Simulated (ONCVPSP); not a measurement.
## N (Z = 7): excitation energies, all-electron against ONCV

```json
{
  "Element": "nitrogen",
  "Generator": "ONCVPSP 4.0.1",
  "Type": "optimised norm-conserving Vanderbilt (ONCV)",
  "Functional": "LDA (Perdew-Zunger)",
  "Relativity": "non-relativistic",
  "Frozen core": "[He]",
  "Valence charge": "5",
  "Reference configuration": "2s2 2p3",
  "Partial waves": "2s: rc 0.65 bohr, ncon 3, nbas 7, qcut 10.4 1/bohr, local; 2p: rc 1.90 bohr, ncon 4, nbas 7, qcut 7.8 1/bohr, 3 projectors, debl 1.3 Ha",
  "Local potential": "the s channel",
  "Core correction": "Teter function fitted to the true core (icmod 2), fcfact 0.6"
}
```

Energies are relative to the spin-unpolarised reference configuration 2s2 2p3; without spin polarisation the order of configurations can differ from experiment.

| valence configuration | charge | ΔE all-electron (eV) | error AE − PS (meV) |
| --- | --- | --- | --- |
| 2s2 2p2 | +1 | 13.737 | +41 |
| 2s2 2p1 | +2 | 42.712 | +329 |
| 2s0 2p5 | 0 | 22.392 | +35 |

Task: What are ΔE and the potential's error for 2s2 2p0?

Result: ΔE = 89.879 eV all-electron; the error (AE − PS) is +1260 meV.

Levels in the configuration 2s2 2p1:

```json
{"level": "2s", "all-electron (eV)": "-48.859", "pseudo (eV)": "-48.651"}
{"level": "2p", "all-electron (eV)": "-37.619", "pseudo (eV)": "-37.091"}
```
